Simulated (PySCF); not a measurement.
## Computed spin Hamiltonian

Species: C₅H₇ClF (doublet state).
Atom-mapped SMILES: `[CH3:1][C@@H:2]1[C:3]([F:4])[CH2:5][C@H:6]1[Cl:7]` (hydrogens: H8, H9, H10 on C1; H11 on C2; H12, H13 on C5; H14 on C6)

Method: UKS B3LYP, pcH-1 on C Cl F H, non-relativistic, mean-field spin-orbit, GIAO in PySCF 2.14.0. Geometry: GFN2-xTB; no solvent, vibrations or thermal averaging. A GFN2-xTB geometry isn't a minimum of the functional, and hyperfine couplings can be far from their values at a DFT geometry. No stability test was run, so a lower SCF solution isn't excluded.

- g1, g2, g3: 2.00245, 2.00404, 2.00515
- g_iso: 2.00388
- Form of g: rhombic: the two nearest values differ by 41 % of g3 − g1
- ⟨S²⟩: 0.7533 (exact 0.7500)
- α and β electrons: 32, 31
- HOMO–LUMO gap, α and β orbitals: 6.13, 6.31 eV
- Total energy: -754.72536 Eh

Isotropic coupling and dipolar principal values T1 to T3, in MHz; ρ(0) is the spin density at the nucleus:

```
atom  isotope  a_iso  of which spin–orbit      T1      T2     T3  Mulliken spin population  ρ(0) (bohr⁻³)
  C1      13C   18.3                  0.0    -2.5    -2.2    4.7                      0.02         0.0162
  C2      13C   -9.2                  0.0    -4.9    -2.4    7.3                     -0.04        -0.0082
  C3      13C  264.8                  0.1   -79.9   -75.9  155.8                      0.87         0.2355
  F4      19F  191.2                  0.6  -242.4  -210.5  452.9                      0.06         0.0453
  C5      13C   -8.1                  0.0    -4.9    -2.0    6.9                     -0.05        -0.0072
  C6      13C   71.2                  0.0    -2.8    -1.8    4.6                      0.02         0.0633
 Cl7     35Cl    1.2                  0.1    -3.3    -3.0    6.3                      0.02         0.0026
  H8       1H   -2.0                  0.0    -2.8    -1.9    4.7                      0.00        -0.0004
  H9       1H   -2.0                  0.0    -3.3    -2.0    5.3                      0.00        -0.0004
 H10       1H    2.1                  0.0    -2.2    -1.3    3.5                      0.00         0.0005
 H11       1H   85.2                  0.0    -6.4    -5.0   11.4                      0.04         0.0191
 H12       1H   45.6                  0.0    -4.9    -2.4    7.4                      0.03         0.0102
 H13       1H   88.4                  0.0    -6.3    -5.0   11.3                      0.03         0.0198
 H14       1H    1.9                  0.0    -2.8    -2.7    5.6                      0.00         0.0004
```

Largest spin populations (Mulliken): C3 (+0.87) and F4 (+0.06). C3 is the only atom above +0.15. The angles at C3 add up to 338.2°, so it is pyramidal.

Under fast tumbling the dipolar parts average out, and these isotropic splittings remain: 1 × 19F (F4, I = 1/2, 2 lines) with 6.82 mT, 1 × 1H (H13, I = 1/2, 2 lines) with 3.15 mT, 1 × 1H (H11, I = 1/2, 2 lines) with 3.04 mT, 1 × 1H (H12, I = 1/2, 2 lines) with 1.63 mT, 1 × 1H (H14, I = 1/2, 2 lines) with 0.07 mT and 1 × 35Cl (Cl7, I = 3/2, 4 lines) with 0.04 mT.

Main isotope only: 35Cl (natural samples also hold 24 % 37Cl, magnetic too, which adds its own pattern).

The 13C coupling of C3 (264.8 MHz) shows only in satellite lines or after enrichment, since that isotope makes up about 1.07 % of natural carbon.
